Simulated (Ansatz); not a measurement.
## BrH3OSi2Sn: where a starting geometry ends

The starting geometry of this gas-phase singlet was optimised with GFN2-xTB.

```xyz
8

Br   -3.1355    2.2780    0.7414
O     0.8487    0.3901    0.7987
Si   -0.3834   -0.5150    0.3678
Si    0.8105    2.1058    0.5590
Sn   -1.3388    1.6807   -0.9694
H    -0.0993   -1.7518    1.1100
H     2.1875    2.2920    0.0880
H     0.8081    2.5196    1.9658
```

Predict what becomes of its bonds when it is optimised with r2SCAN-D4/def2-SVP.

A new bond forms, giving a structure with Br1 bridging Sn5 and Si3, given below by its coordinates. Distances that change by over a tenth: Br1–Sn5 (2.55 → 2.97 Å). Contacts that close: Br1–Si3 (3.94 → 2.39 Å).

The energy falls by 1.24 eV over 20 steps:

```json
{"step": "1", "E − E(last) (eV)": "1.244"}
{"step": "3", "E − E(last) (eV)": "0.879"}
{"step": "5", "E − E(last) (eV)": "0.761"}
{"step": "7", "E − E(last) (eV)": "0.592"}
{"step": "9", "E − E(last) (eV)": "0.343"}
{"step": "12", "E − E(last) (eV)": "0.040"}
{"step": "14", "E − E(last) (eV)": "0.002"}
{"step": "16", "E − E(last) (eV)": "0.000"}
{"step": "18", "E − E(last) (eV)": "0.000"}
{"step": "20", "E − E(last) (eV)": "0.000"}
```

Final geometry (Å):

```
atom    x (Å)    y (Å)    z (Å)
  Br  -2.4956   1.0172   1.2046
   O   0.7135   0.5092   1.2712
  Si  -0.5606  -0.1368   0.4047
  Si   0.8919   2.0844   0.5789
  Sn  -1.0780   1.7943  -1.2849
   H  -0.8049  -1.5528   0.8120
   H   2.2739   2.1832   0.0085
   H   0.7577   3.1008   1.6665
```

Frequencies at the end are all real (lowest 96 cm⁻¹). Atoms past krypton carry core potentials, without spin–orbit terms. Run with Ansatz 0.2.0, 79 s on 2 threads of Intel(R) Xeon(R) Platinum 8259CL CPU @ 2.50GHz (Skylake/Cascade Lake), on a shared host.
